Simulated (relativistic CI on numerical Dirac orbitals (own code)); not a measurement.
Results of a calculation; reference values are marked as such.
# Quantum defects of the ns series of Ga²⁺

Problem. The ns 2S levels with J = 1/2 of Ga²⁺ lie at 4s: 0.0, 5s: 140746.8, 6s: 187566.5 cm⁻¹ (Shirai, Reader, Kramida and Sugar, J. Phys. Chem. Ref. Data 36, 509 (2007)), and the ionisation limit at 247820.0 cm⁻¹ (NIST ASD). Find the quantum defects and predict 7s.

Working.
1. The outer electron sees the charge z = 3; R = 109736.44 cm⁻¹ for this mass. The binding energy T = limit − E defines n* = z√(R/T).
2. Values: 4s: T = 247820.0, n* = 1.9963, δ = n − n* = 2.0037; 5s: T = 107073.2, n* = 3.0371, δ = n − n* = 1.9629; 6s: T = 60253.5, n* = 4.0486, δ = n − n* = 1.9514.
3. With δ held at 1.9514: E(7s) = limit − Rz²/(7 − δ)² = 209071.9 cm⁻¹.
4. The Ritz form δ = δ₀ + a/n*² through the last two members has a = 0.2431 and δ₀ = 1.9366, so with n* ≈ 7 − 1.9514, δ(7) = 1.9461 and E = 209153.0 cm⁻¹.

Check. The measured level is 209148.0 cm⁻¹ (δ = 1.9464), so the two predictions miss by -76.1 and 5.0 cm⁻¹. The defect is large because this electron penetrates the core.
